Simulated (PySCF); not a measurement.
The vertical singlet excitations below were computed for one of the candidates. Computed with TDDFT PBE0/def2-SVPD, vertical, gas phase, core orbitals frozen in the response (PySCF 2.14.0, density-fitted response routines). Geometries: GFN2-xTB, one conformer each.

| state | E (eV) | f | main configurations (H = HOMO, L = LUMO) |
| --- | --- | --- | --- |
| S1 | 3.84 | 0.0003 | H→L (97%) |
| S2 | 6.07 | 0.261 | H-1→L (95%) |
| S3 | 6.73 | 0.0002 | H→L+2 (56%), H→L+1 (36%) |
| S4 | 7.29 | 0.0053 | H→L+1 (61%), H→L+2 (30%) |
| S5 | 7.54 | 0.0035 | H-3→L (64%), H-2→L (29%) |
| S6 | 7.72 | 0.025 | H-2→L (53%), H-4→L (32%), H-3→L (11%) |

Triplets computed (Tamm–Dancoff): 3.35, 3.76 eV.

Orbital energies (eV): HOMO-3 -11.16, HOMO-2 -10.81, HOMO-1 -8.52, HOMO -7.75, LUMO -1.96, LUMO+1 0.45, LUMO+2 0.66.

Question: Which candidate is it? All have the formula C6H5F3O.
A. `C=C1C=C1OCC(F)(F)F`
B. `C=C=C=CCOC(F)(F)F`
C. `C1C=CC(=O)[C@H]1C(F)(F)F`

Answer: C. Its S1, at 3.84 eV, is the lowest among the candidates; the nearest of the others has S1 at 4.19 eV. S1 is HOMO→LUMO (97%). Löwdin shares by element: HOMO oxygen 60%, carbon 32% or more; LUMO carbon 63% or more, oxygen 21% (atoms not listed hold the other 16%). At the same level the other candidates give, for their lowest levels:
- `C=C=C=CCOC(F)(F)F`: 4.19 eV (f 0.000); 5.33 eV (f 0.449); 5.72 eV (f 0.001); 6.72 eV (f 0.002); 7.01 eV (f 0.001); T1 2.70 eV; HOMO -7.17, LUMO -1.77 eV
- `C=C1C=C1OCC(F)(F)F`: 4.89 eV (f 0.025); 5.30 eV (f 0.006); 5.94 eV (f 0.016); 6.33 eV (f 0.009); 6.52 eV (f 0.046); T1 3.62 eV; HOMO -6.03, LUMO -0.08 eV

Conformer computed: `[O:1]=[C:2]1[CH:3]=[CH:4][CH2:5][C@@H:6]1[C:7]([F:8])([F:9])[F:10]`: C5–C6–C7–F8 61°.
